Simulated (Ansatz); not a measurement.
Abridged output of a molecular run in Ansatz:

```
Functional definition: HF
1788 factors; integrals over basis functions are off by at most 1.4e-3 eV
mean field evaluation 1: about -120919.0283 eV, gradient 3.4e1 eV
mean field evaluation 2: about -120919.0859 eV, gradient 3.4e1 eV
mean field evaluation 4: about -120922.5695 eV, gradient 5.0e0 eV
mean field evaluation 8: about -120922.6473 eV, gradient 2.6e-4 eV
mean field -120922.64729018 eV, -4443.8253235999 hartree, gradient 5.1e-6 eV, S^2 0.000000; 0 other end points of the search recorded, 0 dependent functions left out
26 core orbitals not correlated: weight in the atoms' cores, before any rotation towards them, 1.000 or more for the frozen orbitals, at most 0.000 for the correlated occupied ones
reference -120922.64729018 eV, -4443.8253235999 hartree; 28, 28 occupied and 125, 125 virtual orbitals, 1788 factors
second order -27.84401985 eV of doubles, -0.00000000 eV of singles
cycle   1  -28.24707663 eV  change   -4.0e-1 eV  update   1.4e-1
cycle   2  -29.24315636 eV  change    -1.0e0 eV  update   4.3e-2
cycle   3  -29.42792102 eV  change   -1.8e-1 eV  update   2.1e-2
cycle   4  -29.41269531 eV  change    1.5e-2 eV  update   4.8e-3
cycle   5  -29.41305782 eV  change   -3.6e-4 eV  update   2.3e-3
cycle   6  -29.41322374 eV  change   -1.7e-4 eV  update   7.3e-4
cycle   7  -29.41273295 eV  change    4.9e-4 eV  update   3.8e-4
cycle   8  -29.41272611 eV  change    6.8e-6 eV  update   1.4e-4
cycle   9  -29.41280484 eV  change   -7.9e-5 eV  update   5.6e-5
cycle  10  -29.41279908 eV  change    5.8e-6 eV  update   1.9e-5
perturbative correction -0.87752200 eV, -0.0322483388 hartree
Total energy: -120952.93761127 eV, -4444.9384723684 hartree
```

Its atoms:

```xyz
17

C    -0.734   -1.780   -0.162
C    -0.891   -0.437    0.498
Ga   -2.688    0.332    0.837
O    -0.685    0.658   -0.443
Si    0.750    1.028   -1.180
Ge    2.578    0.777    0.334
H    -1.436   -1.901   -0.991
H    -0.929   -2.574    0.564
H     0.280   -1.934   -0.550
H    -0.181   -0.323    1.325
H    -3.849   -0.091   -0.131
H    -2.845    1.477    1.897
H     0.987    0.165   -2.371
H     0.623    2.434   -1.638
H     2.354    1.577    1.629
H     3.867    1.290   -0.332
H     2.799   -0.698    0.715
```

Q: Which basis set was used?
A. def2-QZVPP
B. def2-TZVPP
C. def2-SVP
D. def2-TZVPPD

A: C. It gives 179 functions.

Q: Write the keys of the input that set method, charge and spin (a neutral closed shell needs none for the last two).

A: 
```yaml
correlation: {method: ccsd_t}
```
